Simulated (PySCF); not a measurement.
Al(H)(F)(NH2) (AlFH3N), SMILES [NH2][AlH][F].

Geometry optimised at r2SCAN-D4/def2-TZVP. One conformer was computed; it need not be the lowest.

The numbers are results of r2SCAN-D4/def2-TZVP (PySCF 2.14.0), not measurements.

Frequencies are harmonic and unscaled.

```json
[
 {"mode": "1", "ν (cm⁻¹)": "218", "IR (km/mol)": "13.1", "moving atoms (share of kinetic energy)": "F 33 %, Al 25 %, H 23 %, N 19 %"},
 {"mode": "2", "ν (cm⁻¹)": "381", "IR (km/mol)": "18.0", "moving atoms (share of kinetic energy)": "H 87 %, Al 9 %"},
 {"mode": "3", "ν (cm⁻¹)": "400", "IR (km/mol)": "235.6", "moving atoms (share of kinetic energy)": "H 75 %, N 22 %"},
 {"mode": "4", "ν (cm⁻¹)": "514", "IR (km/mol)": "48.8", "moving atoms (share of kinetic energy)": "H 87 %, Al 11 %"},
 {"mode": "5", "ν (cm⁻¹)": "579", "IR (km/mol)": "54.9", "moving atoms (share of kinetic energy)": "H 84 %, N 11 %"},
 {"mode": "6", "ν (cm⁻¹)": "707", "IR (km/mol)": "54.6", "moving atoms (share of kinetic energy)": "H 72 %, F 16 %, N 11 %"},
 {"mode": "7", "ν (cm⁻¹)": "778", "IR (km/mol)": "88.8", "moving atoms (share of kinetic energy)": "N 34 %, Al 27 %, F 23 %, H 15 %"},
 {"mode": "8", "ν (cm⁻¹)": "903", "IR (km/mol)": "201.3", "moving atoms (share of kinetic energy)": "Al 50 %, F 22 %, N 20 %"},
 {"mode": "9", "ν (cm⁻¹)": "1564", "IR (km/mol)": "52.7", "moving atoms (share of kinetic energy)": "H 90 %, N 10 %"},
 {"mode": "10", "ν (cm⁻¹)": "1990", "IR (km/mol)": "131.4", "moving atoms (share of kinetic energy)": "H 96 %"},
 {"mode": "11", "ν (cm⁻¹)": "3577", "IR (km/mol)": "21.6", "moving atoms (share of kinetic energy)": "H 96 %"},
 {"mode": "12", "ν (cm⁻¹)": "3667", "IR (km/mol)": "27.8", "moving atoms (share of kinetic energy)": "H 92 %, N 8 %"}
]
```
